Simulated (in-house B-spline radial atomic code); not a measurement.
RPA and G0W0 for C IV (C3+), [He] 2s1, highest spin, as one setting changes: the radius of a hard wall (bohr). Start: Hartree-Fock. A dash marks a level of low quasi-particle weight. Computed with a B-spline radial code for spherical atoms: all electrons, non-relativistic, point nucleus, each spin shell either full or empty, empty states to l = 9 with an (l + 1/2)⁻⁴ tail; G0W0 by contour deformation at full frequency.

RPA overbinds a lone outer s electron by self-correlation, and G0W0 tends to as well.

| radius of a hard wall (bohr) | mean-field level (eV) | G0W0 level (eV) | RPA correlation (Eh) |
| --- | --- | --- | --- |
| 2 | -54.23 | 2s up -55.78 | -0.11991 |
| 2.5 | -61.76 | 2s up -63.04 | -0.11408 |
| 3 | ? | ? | ? |
| 3.5 | ? | ? | ? |
| 4 | -64.33 | 2s up -65.38 | -0.11056 |
| 5 | -64.36 | 2s up -65.39 | -0.11047 |
| 6 | -64.36 | 2s up -65.39 | -0.11047 |
| 8 | -64.36 | 2s up -65.39 | -0.11046 |
| 12 | -64.36 | 2s up -65.39 | -0.11046 |

**Question.** What belongs in the row for 3.5?

**Answer.** mean-field level (eV): -64.22; G0W0 level (eV): 2s up -65.30; RPA correlation (Eh): -0.11084.

**Question.** What belongs in the row for 3?

**Answer.** mean-field level (eV): -63.74; G0W0 level (eV): 2s up -64.88; RPA correlation (Eh): -0.11172.
